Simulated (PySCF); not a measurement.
Spinor energies of Tc (technetium, neutral)

Start: [Kr] 4d5 5s2; 4d3/2 filled at m_j = -3/2, -1/2, +1/2, +3/2; 4d5/2 filled at m_j = +5/2. Calculated with PySCF 2.14 in x2c-TZVPall-2c with one added diffuse shell each of s, p, d type (9s10p8d1f, 86 functions): generalised Hartree-Fock with the X2C-1e Hamiltonian and a Gaussian nucleus; one run each with spin-orbit coupling (SO) switched off, then screened by Boettger's factors.

```json
{"spinor shell": "1s1/2", "electrons": "2", "ε, spin-free (eV)": "-21160.0", "ε, screened SO (eV)": "-21158.7", "weight of nominal j (screened SO)": "1.000", "rms radius, screened SO (bohr)": "0.0394"}
{"spinor shell": "2s1/2", "electrons": "2", "ε, spin-free (eV)": "-3096.6", "ε, screened SO (eV)": "-3096.2", "weight of nominal j (screened SO)": "1.000", "rms radius, screened SO (bohr)": "0.162"}
{"spinor shell": "2p1/2", "electrons": "2", "ε, spin-free (eV)": "-2764.7", "ε, screened SO (eV)": "-2846.4", "weight of nominal j (screened SO)": "1.000", "rms radius, screened SO (bohr)": "0.141"}
{"spinor shell": "2p3/2", "electrons": "4", "ε, spin-free (eV)": "-2764.7", "ε, screened SO (eV)": "-2726.5", "weight of nominal j (screened SO)": "1.000", "rms radius, screened SO (bohr)": "0.145"}
{"spinor shell": "3s1/2", "electrons": "2", "ε, spin-free (eV)": "-572.84", "ε, screened SO (eV)": "-572.75", "weight of nominal j (screened SO)": "1.000", "rms radius, screened SO (bohr)": "0.442"}
{"spinor shell": "3p1/2", "electrons": "2", "ε, spin-free (eV)": "-460.93", "ε, screened SO (eV)": "-475.14", "weight of nominal j (screened SO)": "1.000", "rms radius, screened SO (bohr)": "0.439"}
{"spinor shell": "3p3/2", "electrons": "4", "ε, spin-free (eV)": "-460.93", "ε, screened SO (eV)": "-454.25", "weight of nominal j (screened SO)": "1.000", "rms radius, screened SO (bohr)": "0.450"}
{"spinor shell": "3d3/2", "electrons": "4", "ε, spin-free (eV)": "-279.98", "ε, screened SO (eV)": "-282.48", "weight of nominal j (screened SO)": "0.965", "rms radius, screened SO (bohr)": "0.433"}
{"spinor shell": "3d5/2", "electrons": "6", "ε, spin-free (eV)": "-279.98", "ε, screened SO (eV)": "-278.24", "weight of nominal j (screened SO)": "0.977", "rms radius, screened SO (bohr)": "0.437"}
{"spinor shell": "4s1/2", "electrons": "2", "ε, spin-free (eV)": "-89.886", "ε, screened SO (eV)": "-89.869", "weight of nominal j (screened SO)": "1.000", "rms radius, screened SO (bohr)": "1.13"}
{"spinor shell": "4p1/2", "electrons": "2", "ε, spin-free (eV)": "-56.269", "ε, screened SO (eV)": "-61.842", "weight of nominal j (screened SO)": "0.658", "rms radius, screened SO (bohr)": "1.26"}
{"spinor shell": "4p3/2", "electrons": "4", "ε, spin-free (eV)": "-56.269", "ε, screened SO (eV)": "-53.544", "weight of nominal j (screened SO)": "0.829", "rms radius, screened SO (bohr)": "1.27"}
{"spinor shell": "4d3/2", "electrons": "4", "ε, spin-free (eV)": "-14.191", "ε, screened SO (eV)": "-14.223", "weight of nominal j (screened SO)": "0.529", "rms radius, screened SO (bohr)": "1.80"}
{"spinor shell": "4d5/2", "electrons": "1", "ε, spin-free (eV)": "-14.191", "ε, screened SO (eV)": "-14.040", "weight of nominal j (screened SO)": "1.000", "rms radius, screened SO (bohr)": "1.81"}
{"spinor shell": "5s1/2", "electrons": "2", "ε, spin-free (eV)": "-6.660", "ε, screened SO (eV)": "-6.660", "weight of nominal j (screened SO)": "1.000", "rms radius, screened SO (bohr)": "3.88"}
```

| quantity | spin-free | screened SO |
| --- | --- | --- |
| E (hartree) | -4282.77402 | -4283.32810 |
| M_J | 5/2 | 5/2 |
| ⟨J²⟩ | 8.793 | 8.793 |
| ⟨L²⟩ | 0.000 | 0.018 |
| ⟨S²⟩ | 8.793 | 8.782 |

Each row is a mean over spinors that exchange with the open shell spreads, by up to 9.499 eV (4p3/2).

Rows whose weight is well below 1 are mixtures of j = l ± 1/2: exchange outweighs spin-orbit coupling there, and the label is only the starting occupation.

Breit and QED terms are absent; they matter most for the inner s and p1/2 levels.

Densities and radii are taken from the X2C orbitals without a picture-change correction, which distorts them close to the nucleus.

Without spin-orbit coupling the j labels of p, d and f shells carry no meaning; the spin-free column gives the mean over the occupied spinors of each nl shell.
